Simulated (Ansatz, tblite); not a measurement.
Forces on the cluster Ru₂Br₆ at its PBE-D4/def2-SVP geometry. Total charge 0; singlet.

In the def2 sets Ru takes a core potential; there is no spin–orbit coupling. The xTB rows come from tblite. In the singlet, Br5 and Br6 lie 2.59 Å apart (atoms count from 1), so these atoms are partly bonded to each other. Another isomer (singlet) lies 2.25 eV lower at PBE0-D4/def2-TZVP; other spin states weren't run for this one.

GFN1-xTB (tblite), largest force 10.97 eV/Å:

```xyz
8
positions Å, forces eV/Å
Ru    0.996    0.860    1.034    6.610    7.786    4.001
Ru   -0.260   -0.646    0.264   -6.169   -7.948   -3.528
Br    1.802    2.116   -0.789    0.108    0.160   -0.020
Br    1.211    0.811    3.358    0.189    0.227    0.258
Br   -1.501    0.451   -3.707   -0.163   -0.040    0.879
Br   -1.874    0.310   -1.146   -0.513    0.361   -1.505
Br   -1.227   -1.714    2.159   -0.255   -0.258    0.209
Br    0.852   -2.188   -1.174    0.193   -0.288   -0.295
```

GFN2-xTB (tblite), largest force 5.67 eV/Å:

```
Ru 3.432 3.927 2.233
Ru -3.189 -4.156 -2.057
Br -0.418 -0.603 1.107
Br 0.080 0.270 -1.317
Br -0.042 -0.037 0.416
Br 0.174 -0.046 -0.285
Br 0.199 0.249 -0.473
Br -0.236 0.395 0.377
```

PBE-D4/def2-TZVP (Ansatz), largest force 0.23 eV/Å:

```
Ru 0.033 0.008 0.033
Ru -0.072 -0.019 -0.067
Br -0.068 -0.101 0.162
Br -0.008 0.020 -0.229
Br -0.035 -0.002 0.160
Br 0.168 -0.076 -0.050
Br 0.055 0.059 -0.131
Br -0.072 0.112 0.123
```
